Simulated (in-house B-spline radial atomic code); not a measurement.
Computed with a B-spline radial atomic code. Model: two electrons, singlet ground state, non-relativistic, full CI in B-splines with partial waves to l = 8 (at full coupling up to 3e-4 hartree above the limit, correlation up to 0.6 % small), density held at that of full coupling by Lieb maximisation.

Along the adiabatic connection the electron repulsion is scaled by a coupling λ while a local potential keeps the density fixed. At λ = 0 the system is the Kohn-Sham one and W equals the exchange energy; the exchange-correlation energy is the area under W between 0 and 1. The kinetic energy rises with λ as the electrons avoid each other, with dT/dλ = −λ dW/dλ.

Command:
```bash
python run_ac.py task.json out
```
Settings (lengths in bohr, energies in hartree):
```
potential              dot
strength               0.0661
lmax                   8
second                 0.5
```

Run time, properties included: 31 s on 1 thread of Intel(R) Xeon(R) Processor @ 2.30GHz, on a shared host.

**W = mean repulsion less Hartree energy, and W of three functionals.**

Given: confinement charge in harmonic well; well frequency 0.0661 hartree; nuclear charge 0.5; external potential omega^2 r^2/2 - Z/r.

Computed: PBE exchange minus exact 6.0867 millihartree; SCAN exchange minus exact 0.17544 millihartree.

| coupling | W xc (hartree) | W xc minus exchange (millihartree) | kinetic minus Kohn-Sham (millihartree) | LDA (PW92) W minus its exchange (millihartree) | PBE W minus its exchange (millihartree) | SCAN W minus its exchange (millihartree) |
| --- | --- | --- | --- | --- | --- | --- |
| 0 | -0.24584 | 0 | 0 | 0 | 0 | 0 |
| 0.02 | -0.24768 | -1.842 | 0.02 | -8.59 | -2.01 | -1.8 |
| 0.05 | ? | ? | ? | ? | ? | ? |
| 0.12 | -0.25594 | -10.099 | 0.58 | -29.14 | -11.44 | -9.63 |
| 0.25 | -0.26474 | -18.9 | 2.19 | -44.76 | -21.59 | -17.88 |
| 0.4 | ? | ? | ? | ? | ? | ? |
| 0.6 | -0.28138 | -35.546 | 9.03 | -69.31 | -40.84 | -33.75 |
| 0.8 | -0.28799 | -42.154 | 13.63 | -78.37 | -48.63 | -40.25 |
| 1 | -0.29327 | -47.436 | 18.36 | -85.56 | -54.98 | -45.55 |
| 1.4 | -0.30119 | -55.358 | 27.77 | -96.45 | -64.83 | -53.69 |
| 2 | -0.30915 | -63.312 | 41.12 | -107.76 | -75.29 | -62.05 |
| 3 | -0.31725 | -71.418 | 61.02 | -119.99 | -86.79 | -70.59 |
| 4.5 | -0.32421 | -78.375 | 86.61 | -131.29 | -97.53 | -77.63 |
| 7 | -0.33053 | -84.695 | 122.12 | -142.38 | -108.16 | -83.41 |

Task: What belongs in the row 0.05?

Result: W xc (hartree): -0.25032; W xc minus exchange (millihartree): -4.479; kinetic minus Kohn-Sham (millihartree): 0.11; LDA (PW92) W minus its exchange (millihartree): -16.47; PBE W minus its exchange (millihartree): -4.99; SCAN W minus its exchange (millihartree): -4.33.

Task: What belongs in the row 0.4?

Result: W xc (hartree): -0.27288; W xc minus exchange (millihartree): -27.049; kinetic minus Kohn-Sham (millihartree): 4.82; LDA (PW92) W minus its exchange (millihartree): -57.24; PBE W minus its exchange (millihartree): -30.98; SCAN W minus its exchange (millihartree): -25.58.

Task: What is the LDA exchange minus exact?

Result: 35.154 millihartree.

**Energy parts, natural occupations and partial-wave weights.**

Computed: total energy 0.0585 hartree; exchange energy -0.24584 hartree; initial slope twice GL2 -0.093803 hartree; kinetic part over minus potential part 0.3871; Hartree energy 0.49167 hartree; Kohn-Sham kinetic 0.15659 hartree; Lieb Oxford ratio E_xc over LDA exchange 1.3049.

```csv
natural,occupation of the shell (electrons)
s,1.8731
p,0.083856
s,0.041146
d,?
p,0.000511
s,0.00012858
```

Task: What belongs in the row d?

Result: occupation of the shell (electrons): 0.0010158.

| wave | weight |
| --- | --- |
| s | 0.95719 |
| p | 0.042197 |
| d | ? |
| f | 5.8781e-05 |
| g | 1.2348e-05 |

Task: What belongs in the row d?

Result: weight: 0.00053851.

Task: What is the kinetic part of the DFT correlation energy?

Result: 0.018363 hartree.

Task: What is the correlation energy?

Result: -0.029074 hartree.

Half-way to full coupling W has made 66 % of its drop, against 50 % for a straight line, and second-order (GL2) theory, half the initial slope, overshoots the correlation energy by about 61 %: correlation is strong. Over couplings 0 to 1 the errors in E_xc come to about +5.8 millihartree for LDA, +1.7 millihartree for PBE, +1.6 millihartree for SCAN. In LDA and PBE the errors of exchange and correlation have opposite signs, so the sum is smaller than the larger of the two.
